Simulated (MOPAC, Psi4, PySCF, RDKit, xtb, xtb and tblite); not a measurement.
Two geometries of C₅H₉BOSi, SMILES BC[SiH2]c1ccco1, relaxed at GFN2-xTB with one dihedral held; other torsions can differ between them too.

Structure A

```
17

B      3.3722     0.1745     0.1654
C      1.9039     0.6559     0.1390
Si     0.8315    -0.8956    -0.2332
C     -0.3566    -1.1614     1.1933
C     -0.4909    -0.6403     2.4538
C     -1.5954    -1.2862     3.0508
C     -2.0602    -2.1582     2.1140
O     -1.3241    -2.0917     0.9976
H      3.8665    -0.1755     1.1672
H      3.9894     0.1197    -0.8282
H      1.6959     1.3738    -0.6515
H      1.5582     1.0831     1.0775
H      0.0576    -0.6729    -1.4638
H      1.6134    -2.1290    -0.4093
H      0.1267     0.1119     2.9013
H     -1.9880    -1.1257     4.0341
H     -2.8783    -2.8518     2.1258
```

Structure B

```
17

B     -3.3524    -0.0765    -0.6389
C     -2.0919     0.6206    -0.0625
Si    -0.7576    -0.7228     0.2828
C     -1.3789    -2.4309    -0.1751
C     -1.5236    -3.6028     0.5190
C     -2.0933    -4.5396    -0.3713
C     -2.2564    -3.8744    -1.5481
O     -1.8297    -2.6103    -1.4412
H     -4.1376    -0.5593     0.0844
H     -3.5218    -0.1450    -1.7949
H     -1.6495     1.3545    -0.7337
H     -2.2783     1.1171     0.8887
H     -0.4227    -0.7676     1.7120
H      0.4451    -0.4276    -0.5101
H     -1.2522    -3.7676     1.5418
H     -2.3465    -5.5600    -0.1670
H     -2.6489    -4.1844    -2.4969
```

Q: Which is lower in energy at the level B3LYP-D3(BJ)/def2-SVP // GFN2-xTB run with Psi4 1.11, and by how much?

A: B is lower, by 0.73 kcal/mol (dihedral B1–C2–Si3–C4: 120° in A, 0° in B).

E(B) − E(A) in kcal/mol at the other levels, on the same two geometries: GFN2-xTB (xtb and tblite) -0.06; B3LYP/def2-SVP // GFN2-xTB (Psi4) -0.19; PBE/def2-SVP // GFN2-xTB (Psi4) -0.15; PBE-D3(BJ)/def2-SVP // GFN2-xTB (Psi4) -0.48; UFF // GFN2-xTB (RDKit) -0.22; PM7, restricted, heats of formation // GFN2-xTB (MOPAC) -0.52; PM3, restricted, heats of formation // GFN2-xTB (MOPAC) 2.94; GFN1-xTB // GFN2-xTB (xtb) 0.02; restricted B3LYP/6-31G*, spherical d, density fitting // GFN2-xTB (PySCF) 0.06; restricted Hartree-Fock/6-31G*, spherical d, density fitting // GFN2-xTB (PySCF) -0.28; restricted B3LYP/6-311+G**, spherical d, density fitting // GFN2-xTB (PySCF) 0.29; restricted Hartree-Fock/LANL2DZ, with its core potentials past Ne // GFN2-xTB (PySCF) -0.28.
